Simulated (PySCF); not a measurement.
# Worked example: refractive index and permittivity of the vapour

B2Cl3, SMILES Cl[B]B(Cl)Cl, multiplicity 2.

Geometry: B3LYP-D3(BJ)/def2-SVP. The isomer is the one that the SMILES or the coordinates give; other isomers of the formula were not compared. One conformer was computed; it need not be the lowest.

PySCF with PBE/def2-TZVP gives a mean static polarisability of 72.6 bohr³ and a dipole moment of 2.56 D. Take an ideal gas at 298.15 K and 0.01 bar, whether or not the substance is that volatile.

### Question
Work out n − 1 in the optical limit and the static ε − 1.

### Answer

Polarisability volume α' = 72.6 × 0.148185 = 10.76 Å³. Number density N = p/kT = 2.43e-7 Å⁻³.
Dilute limit of Lorentz–Lorenz: n − 1 = 2π N α' = 1.6e-5.
Orientation term of Debye: μ²/(3kT) = 8.098 Å³ × μ²(D²) = 53.07 Å³.
ε − 1 = 4π N (α' + μ²/3kT) = 0.00019. Orientation of the dipole supplies 83 % of the static response; it can't follow optical fields. Vibrational polarisation and dispersion are left out.
